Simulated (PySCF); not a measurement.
GeH₄, SMILES [GeH4].

Geometry optimised at ωB97X-D3(BJ)/def2-TZVPD. The isomer is the one that the SMILES or the coordinates give; other isomers of the formula were not compared.

Method: PySCF with ωB97X-D3(BJ)/def2-TZVPD.

Frequencies are harmonic and unscaled.

Modes within 1.5 cm⁻¹ of each other (mostly degenerate sets) share a row, with their intensities summed.

```csv
mode,ν (cm⁻¹),IR (km/mol),Raman (Å⁴/amu),depolarisation,moving atoms (share of kinetic energy)
1–3,843,336.8,2.5,0.75,H 96 %
4–5,941,0.0,28.5,0.75,H 100 %
6–8,2196,431.7,222.0,0.75,H 98 %
9,2201,0.0,424.4,0.00,H 100 %
```
